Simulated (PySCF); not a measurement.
Radial density of Ga³⁺ (gallium, charge +3)

UHF, [Ar] 3d10, closed-shell 1S. Computed with PySCF 2.14 in 6-31G*, with the non-relativistic Hamiltonian (point nucleus).

| r (bohr) | 4πr²ρ (e/bohr) |
| --- | --- |
| 0.000906 | 0.1953 |
| 0.00152 | 0.5395 |
| 0.00256 | 1.441 |
| 0.00431 | 3.639 |
| 0.00725 | 8.606 |
| 0.0122 | 17.91 |
| 0.0205 | 30.54 |
| 0.0345 | 37.57 |
| 0.0581 | 32.08 |
| 0.0977 | 33.66 |
| 0.164 | 43.36 |
| 0.276 | 24.81 |
| 0.465 | 25.40 |
| 0.782 | 19.55 |
| 1.31 | 3.733 |
| 2.21 | 0.1957 |
| 3.72 | 0.002542 |
